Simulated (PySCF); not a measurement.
**TeF⁻: frontier orbitals**

PBE0 at R = 2.035 Å; PySCF, scalar-relativistic core potentials, basis sets Te aug-cc-pVDZ-PP with ECP28, F aug-cc-pVDZ. State: ¹Σ⁺ (singlet), closed shell. Only the outer orbitals are listed, counted within each symmetry, core potentials removing the inner ones.

```csv
orbital,occ.,ε (eV),on Te (%),main shells (%)
5σ,2,-25.84,1,99 F s
6σ,2,-10.80,82,"82 Te s, 16 F p"
7σ,2,-5.83,33,"67 F p, 16 Te s, 16 Te p"
3π,2,-5.47,5,95 F p
3π,2,-5.47,5,95 F p
4π,2,-0.41,97,97 Te p
4π,2,-0.41,97,97 Te p
8σ,0,2.87,102,"95 Te p, 8 F p"
```

Q: Which are the highest filled and the lowest empty level, where do they sit, and how wide is the gap?

A: Highest filled 4π at -0.41 eV (in %: 97 Te p); lowest empty 8σ at 2.87 eV (in %: 95 Te p, 8 F p); the gap at PBE0 is 3.28 eV. An empty level above zero is unbound, and its energy depends on the basis.

The bond order (Mayer) is 0.38, the ⟨S²⟩ is 0.000 and the charge on Te (Mulliken, basis-dependent) is -0.38. The charge on Te (Löwdin, basis-dependent) is -0.30. The dipole moment (positive dipole points towards F; it is taken about the centre of mass and depends on that origin) is -1.68 D, the polarisability along the bond is 53.5 bohr³ and the polarisability across the bond is 70.3 bohr³.

Shares are Mulliken populations and can fall outside 0 to 100 %.

Spin–orbit coupling is left out.
